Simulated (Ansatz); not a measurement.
FIn, charge +1, doublet, at a GFN2-xTB geometry (such geometries of metal compounds can be far from the true shape) (a state made from the parent by changing its charge; the spin is typed, not shown lowest) (core potentials on In). Base run: PBE/def2-TZVP (Ansatz, a program for electronic structure).

Here is a job for Ansatz.
Ansatz 0.2 input:
```yaml
crystal:
  periodic: [false, false, false]
  atoms:
    - {symbol: In, position_ang: [-0.00000000, -0.00000000, -0.35495561]}
    - {symbol: F, position_ang: [0.00000000, 0.00000000, 1.93253608]}
basis:
  gaussian:
    orbitals: def2-TZVP
hamiltonian:
  xc: pbe
total_charge: 1
magnetization: {spin_polarized: true, initial_magnetization: 1}
```

Variants of this job, named by their change:

```csv
change,basis functions,E (Eh)
base,81,-289.61547
basis = x2c-TZVPall; relativity = spin-free X2C,91,-5980.20343
basis = jorge-DZP-DKH; relativity = spin-free X2C,63,-5975.10909
basis = x2c-TZVPall; relativity = spin-free X2C; nucleus = Gaussian,91,-5980.07939
basis = jorge-DZP-DKH; relativity = spin-free X2C; nucleus = Gaussian,63,-5974.98411
basis = x2c-TZVPall; relativity = none,91,-5735.75399
basis = jorge-DZP-DKH; relativity = none,63,-5781.13790
basis = ANO-RCC-VDZP; relativity = none,57,-5689.72055
basis = ANO-RCC-VDZP; relativity = spin-free X2C,57,-5980.06709
basis = ANO-RCC-VDZP; relativity = spin-free X2C; nucleus = Gaussian,57,-5979.92084
```

Absolute energies of different levels of theory aren't comparable as measures of quality.

Ansatz warned in this series: the basis is contracted for relativity, which the run leaves out.

Basis sets contracted for a relativistic Hamiltonian are a mismatch without it, so the rows without relativity aren't non-relativistic limits. No row has spin-orbit coupling; sets with core potentials leave out the core electrons.
